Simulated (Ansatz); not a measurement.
`CB[SiH2]O` + CH₃SH → `CB[SiH2]SC` + H₂O  (ligand exchange at the Si–O bond)

Program: Ansatz. Geometries: PBE0-D4/def2-TZVP. ΔE: electronic, gas phase. CBS: MP2 limit from def2 TZ/QZ plus the TZ coupled-cluster correction, frozen cores. This one scheme is used for every species. Functionals use def2-TZVPP. B3LYP here is the variant with VWN-RPA as its local correlation; programs differ in this. HSE06 is defined as in plane-wave codes. Each species was taken in one conformer, which may not be the lowest.

| level | ΔE (kJ/mol) | difference from CCSD(T)/CBS |
| --- | --- | --- |
| revPBE-D4 | 4.8 | -10.6 |
| BLYP-D4 | 19.4 | 4.0 |
| r2SCAN0-D4 | 17.4 | 2.0 |
| HSE06-D4 | 10.1 | -5.3 |
| PBE | 14.8 | -0.6 |
| revPBE | 16.1 | 0.7 |
| r2SCAN | 19.6 | 4.2 |
| B3LYP | 31.5 | 16.1 |
| BHLYP | 34.5 | 19.1 |
| CAM-B3LYP | 34.8 | 19.4 |
| HF/def2-SVP | 32.7 | 17.3 |
| HF/def2-TZVPP | 41.6 | 26.2 |
| SCS-MP2/def2-TZVPP | 24.1 | 8.7 |
| HF/CBS(def2) | 42.6 | 27.2 |
| MP2/CBS(def2) | 10.8 | -4.6 |
| CCSD/CBS(def2) | 19.6 | 4.2 |
| CCSD(T)/CBS | 15.4 | 0 |

Largest T1 diagnostic among the species: 0.011.

In def2-TZVPP, CCSD(T) changes the Hartree–Fock value by −20.9 kJ/mol (the triples alone add −4.2 kJ/mol) and MP2 by −25.5 kJ/mol. At CCSD(T), def2-SVP lies +4.7 kJ/mol from the extrapolated value and def2-TZVPP +5.4 kJ/mol. The D4 term adds −10.3 kJ/mol with B3LYP and −5.8 kJ/mol with PBE0; it sums over pairs of atoms, weighted by their polarisabilities, and B3LYP, whose exchange is more repulsive, gets the larger term.
